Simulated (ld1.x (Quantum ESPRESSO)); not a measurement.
Transferability test, RRKJ potential for Pt

| Property | Result |
| --- | --- |
| Element | platinum |
| Generator | ld1.x (Quantum ESPRESSO) 7.5 |
| Type | norm-conserving RRKJ (Kleinman–Bylander form) |
| Functional | LDA (PZ) |
| Relativity | scalar-relativistic |
| Frozen core | [Xe] 4f14 |
| Valence charge | 10 |
| Reference configuration | 5d9 6s1 6p0 |
| Partial waves | 6s (bound): rc 2.50 bohr; 6p (bound, empty): rc 2.45 bohr; 5d (bound): rc 1.30 bohr |
| Local potential | all-electron potential smoothed inside 2.30 bohr (lloc = -1) |
| Core correction | a·sin(br)/r model core inside 0.90 bohr |
| rho0 | 0.02 |

Energies are relative to the spin-unpolarised reference configuration 5d9 6s1 6p0; without spin polarisation the order of configurations can differ from experiment. Spin-polarised rows fill each open shell by Hund’s rule, majority spin first.

| valence configuration | charge | ΔE all-electron (eV) | error AE − PS (meV) |
| --- | --- | --- | --- |
| 5d9 6s0 6p0 | +1 | 9.545 | -8.0 |
| 5d8 6s0 6p0 | +2 | 29.804 | -49 |
| 5d7 6s0 6p0 | +3 | 62.315 | -250 |
| 5d9 6s0 6p1 | 0 | 5.185 | -1.3 |
| 5d8 6s1 6p0 | +1 | 11.417 | +35 |
| 5d9 6s0.5 6p0 | +0.5 | 3.860 | -2.0 |
| 5d9 6s1 6p0 (spin-polarised) | 0 | -0.379 | +4.6 |
| 5d9 6s0 6p0 (spin-polarised) | +1 | 9.416 | -5.5 |

What are ΔE and the potential's error for 5d8 6s2 6p0?

ΔE = 0.930 eV all-electron; the error (AE − PS) is +12 meV.

Levels in the configuration 5d9 6s0 6p0:

```
level  all-electron (eV)  pseudo (eV)
   5d            -14.594      -14.590
```
